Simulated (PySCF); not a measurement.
BHN, SMILES [B]=N, multiplicity 2.

Geometry: PBE-D3(BJ)/def2-TZVPD. The isomer is the one that the SMILES or the coordinates give; other isomers of the formula were not compared.

Computed with PBE/def2-TZVPD run with PySCF.

The molecule is in vacuum.

```
Property                                                          Result
-----------------------------------------------  -----------------------
total energy                                           -80.04223 hartree
point group                                                          C∞v
α spin, highest occupied and lowest empty level       -7.44 and -0.77 eV
β spin, highest occupied and lowest empty level       -7.33 and -4.43 eV
dipole moment                                                     0.37 D
mean static polarisability                          23.9 bohr³ (3.55 Å³)
polarisability, principal values                  21.6, 21.6, 28.5 bohr³
⟨S²⟩                                             0.766 (pure state 0.75)
```
